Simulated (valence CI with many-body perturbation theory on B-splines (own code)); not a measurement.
Values are calculated unless marked as measured or tabulated.
**Pm⁴⁷⁺: magnetic and hyperfine properties of the levels**

Level of theory: configuration interaction combined with many-body perturbation theory (CI+MBPT): four valence electrons over a frozen Dirac-Fock core [Ne], radial functions for each j: 11 s, 11 p, 10 d, 8 f, 5 g, 2 h, with the one-electron correlation potential Σ1, the two-electron term Σ2, the three-electron term Σ3, Breit, model QED; selected CI, second order for the rest, scaled by the run's own slope (own B-spline code, finite nucleus).

No measured spectrum was set against this ion. As an estimate, large intervals hold to a few tenths of a per cent, small ones and those within an open d or f shell to about a per cent. Among the levels kept, up to 550 cm⁻¹ of a level comes from second order outside the variational space, and about a tenth of that is noise between levels of different J, which matters for small intervals.

A/g_I is the dipole constant over the nuclear g factor μ/I (μ in nuclear magnetons, uniformly magnetised nucleus), B/Q the quadrupole constant per barn. Both hold the static response of the core; the bare values leave it out. Large factors of s and p1/2 electrons are usually good to 5 to 10 %; those of open d and f shells near neutrality can be off by tens of per cent, and small factors of p3/2, d and f electrons come from cancelling terms and can be off by a factor of two or in sign, in half-filled shells by more. B is blank for J = 1/2, where it vanishes, and for nearly pure S terms. Energies count from the lowest level. Levels with J = 0 are left out.

Levels are named by their leading jj configuration (3d3/2^4 stands for four electrons in 3d with j = 3/2), which in mixed levels can hold well under half, so a name can repeat and another be missing. Letters in brackets count levels of one name in rising energy.

| Level | E (eV) | g | A/g_I (MHz) | A/g_I bare | B/Q (MHz/b) | B/Q bare |
| --- | --- | --- | --- | --- | --- | --- |
| (3s^2 3p1/2 3p3/2) J=1 | 135.11 | 1.493 | -56200 | -52400 | 106000 | 104000 |
| (3s^2 3p1/2 3p3/2) J=2 | 142.59 | 1.177 | 274000 | 270000 | 183000 | 180000 |
| (3s 3p1/2^2 3p3/2) J=2 | 258.82 | 1.570 | 652000 | 640000 | 184000 | 181000 |
| (3s 3p1/2^2 3p3/2) J=1 | 281.66 | 1.011 | -403000 | -390000 | 128000 | 127000 |
| (3s^2 3p3/2^2) J=2 | 283.14 | 1.306 | 113000 | 112000 | 27900 | 27500 |
| (3s^2 3p1/2 3d3/2) J=2 | 307.38 | 0.760 | 234000 | 231000 | 39500 | 40700 |
| (3s^2 3p1/2 3d3/2) J=1 | 339.58 | 0.880 | -173000 | -166000 | 27700 | 28000 |
| (3s^2 3p1/2 3d5/2) J=2 | 351.73 | 1.335 | -12600 | -9770 | 12700 | 14100 |
| (3s^2 3p1/2 3d5/2) J=3 | 353.47 | 1.126 | 166000 | 164000 | 15800 | 17700 |
| (3s 3p1/2 3p3/2^2) J=2 [a] | 393.08 | 1.460 | 376000 | 370000 | 89600 | 88300 |
| (3s 3p1/2 3p3/2^2) J=3 | 404.48 | 1.300 | 551000 | 540000 | 27500 | 27200 |
| (3s 3p1/2 3p3/2^2) J=1 [a] | 423.79 | 1.265 | 566000 | 554000 | -160000 | -158000 |
| (3s 3p1/2 3p3/2^2) J=2 [b] | 425.85 | 1.090 | 77400 | 78200 | -20300 | -19900 |
| (3s 3p1/2^2 3d3/2) J=1 | 433.89 | 0.401 | -507000 | -492000 | 16100 | 16700 |
| (3s 3p1/2 3p3/2^2) J=1 [b] | 434.02 | 1.368 | 288000 | 285000 | 94400 | 93000 |
| (3s 3p1/2^2 3d3/2) J=2 | 439.06 | 1.160 | 583000 | 571000 | 32100 | 33200 |
| (3s^2 3p3/2 3d3/2) J=3 | 472.31 | 1.115 | 101000 | 101000 | 200000 | 198000 |
| (3s^2 3p3/2 3d3/2) J=2 | 473.05 | 1.061 | 35400 | 37200 | -22600 | -22200 |
| (3s^2 3p3/2 3d3/2) J=1 | 473.89 | 1.133 | 123000 | 123000 | -97600 | -96700 |
| (3s 3p1/2^2 3d5/2) J=3 | 476.47 | 1.365 | 401000 | 394000 | 30500 | 32200 |
| (3s^2 3p3/2 3d5/2) J=4 | 485.31 | 1.242 | 55800 | 56800 | 259000 | 257000 |
| (3s 3p1/2^2 3d5/2) J=2 | 487.17 | 1.027 | -305000 | -294000 | 3390 | 5250 |
| (3s^2 3p3/2 3d5/2) J=2 | 489.82 | 1.268 | 80200 | 80800 | -141000 | -138000 |
| (3s^2 3p3/2 3d5/2) J=3 | 513.09 | 1.175 | 67000 | 67500 | 25600 | 26900 |
| (3s^2 3p3/2 3d5/2) J=1 | 519.45 | 1.091 | -22100 | -19300 | 31200 | 31300 |
| (3s 3p1/2 3p3/2 3d3/2) J=2 [a] | 546.59 | 1.182 | 149000 | 149000 | 24400 | 24200 |
| (3s 3p1/2 3p3/2 3d3/2) J=1 [a] | 556.04 | 1.179 | 282000 | 279000 | -99400 | -98500 |
| (3s 3p1/2 3p3/2 3d3/2) J=3 [a] | 559.77 | 1.157 | 372000 | 366000 | 31000 | 31100 |
| (3s 3p1/2 3p3/2 3d3/2) J=2 [b] | 560.55 | 1.173 | 215000 | 213000 | -41700 | -41300 |
| (3s 3p3/2^3) J=2 | 563.55 | 1.390 | 644000 | 630000 | -205000 | -202000 |
| (3s 3p1/2 3p3/2 3d3/2) J=4 | 571.79 | 1.199 | 436000 | 428000 | 137000 | 136000 |
| (3s 3p1/2 3p3/2 3d3/2) J=2 [c] | 583.19 | 0.898 | 214000 | 211000 | -64300 | -62900 |
| (3s 3p1/2 3p3/2 3d5/2) J=4 [a] | 586.17 | 1.393 | 251000 | 248000 | 252000 | 250000 |
| (3s 3p1/2 3p3/2 3d3/2) J=3 [b] | 586.63 | 1.373 | 391000 | 385000 | 155000 | 152000 |

(1) Take the isotope of mass number 147, with I = 7/2, μ = 2.58 μN and Q = 0.74 b. What is the hyperfine structure of (3s^2 3p1/2 3p3/2) J=1?

Answers

(1) From the table A = -41400 MHz, B = 78100 MHz. Shifts from the centre of gravity in MHz: F = 5/2: 228000, F = 7/2: -14400, F = 9/2: -125000.
